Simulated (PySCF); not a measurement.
A GIAO shielding run with PySCF 2.14 (density fitting, non-relativistic, gas phase) on `InChI=1S/C3H7NSSi2/c1-2-7(3-4)5-6/h2,7H,1H2,6H3/t7-/m1/s1`:

```
$ OMP_NUM_THREADS=1 python probes_run.py task.json out

{"job": {"kind": "nmr", "xc": "PBE0", "basis": "pcSseg-1"}, "charge": 0, "multiplicity": 1}
C     -2.939588     0.441893    -0.254474
C     -1.825721     0.527822    -0.966606
Si    -0.237043    -0.374370    -0.547561
C     -0.344530    -0.947423     1.228767
N     -0.399088    -1.281764     2.322840
S      1.376079     1.041926    -0.735969
Si     3.007911     0.162485     0.358452
H     -3.001606    -0.168577     0.632260
H     -3.836884     0.978693    -0.520539
H     -1.809592     1.159835    -1.845731
H      0.052447    -1.565516    -1.344780
H      2.574267    -0.027306     1.733631
H      3.331909    -1.107285    -0.280959
H      4.050761     1.159116     0.198503
```

Hardware: 1 thread of an Arm Neoverse V2, shared host. The job also computes population analyses, field gradients.

Problem. How large is the calculation?

Solution. 76 electrons, 175 basis functions and 974 auxiliary functions.

Problem. How long does it take, and how much memory does it need?

Solution. 30 s of wall time, with 14 SCF cycles and 5 response iterations; peak memory 0.74 GiB. Times on a shared host scatter by some tens of per cent.
